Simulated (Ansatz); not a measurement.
All values below come from frozen-core CCSD(T)/cc-pVQZ // B3LYP-D3(BJ)/def2-TZVP run with Ansatz (a quantum-chemistry and plane-wave program).

Ansatz 0.2 input:
```yaml
crystal:
  periodic: [false, false, false]
  atoms:
    - { symbol: B, position_ang: [-1.263001, -0.146925, 0.052555] }
    - { symbol: N, position_ang: [0.125974, -0.41368, 0.17136] }
    - { symbol: B, position_ang: [1.182619, 0.410436, -0.296463] }
    - { symbol: H, position_ang: [-1.607694, 0.856128, -0.485236] }
    - { symbol: H, position_ang: [-2.049112, -0.927922, 0.492079] }
    - { symbol: H, position_ang: [0.388201, -1.274397, 0.634331] }
    - { symbol: H, position_ang: [2.311694, 0.066055, -0.129994] }
    - { symbol: H, position_ang: [0.911318, 1.430304, -0.84456] }
basis:
  gaussian: { orbitals: cc-pVQZ }
correlation:
  method: ccsd_t
```

Output:

```
Functional definition: HF
1845 factors; integrals over basis functions are off by at most 7.4e-4 eV
mean field evaluation 1: about -2904.4157 eV, gradient 3.3e1 eV
mean field evaluation 2: about -2904.4156 eV, gradient 3.3e1 eV
mean field evaluation 4: about -2906.9467 eV, gradient 3.3e0 eV
mean field evaluation 8: about -2906.9815 eV, gradient 7.3e-2 eV
mean field evaluation 16: about -2906.9815 eV, gradient 3.4e-1 eV
mean field -2906.98153880 eV, -106.8296011281 hartree, gradient 1.5e-6 eV, S^2 0.000000; 0 other end points of the search recorded, 0 dependent functions left out
3 core orbitals not correlated
reference -2906.98153880 eV, -106.8296011281 hartree; 8, 8 occupied and 304, 304 virtual orbitals, 1845 factors
second order -12.10864241 eV of doubles, -0.00000000 eV of singles
cycle   1  -12.49305054 eV  change   -3.8e-1 eV  update   7.0e-2
cycle   2  -12.82578205 eV  change   -3.3e-1 eV  update   2.1e-2
cycle   3  -12.87692857 eV  change   -5.1e-2 eV  update   9.4e-3
cycle   4  -12.86954968 eV  change    7.4e-3 eV  update   2.3e-3
cycle   5  -12.87007306 eV  change   -5.2e-4 eV  update   1.1e-3
cycle   6  -12.87002464 eV  change    4.8e-5 eV  update   2.7e-4
cycle   7  -12.86994276 eV  change    8.2e-5 eV  update   6.5e-5
cycle   8  -12.86995242 eV  change   -9.7e-6 eV  update   2.0e-5
perturbative correction -0.48125749 eV, -0.0176858864 hartree
Total energy: -2920.33274870 eV, -107.3202490422 hartree
```

Cost: very roughly 26 core-minutes.
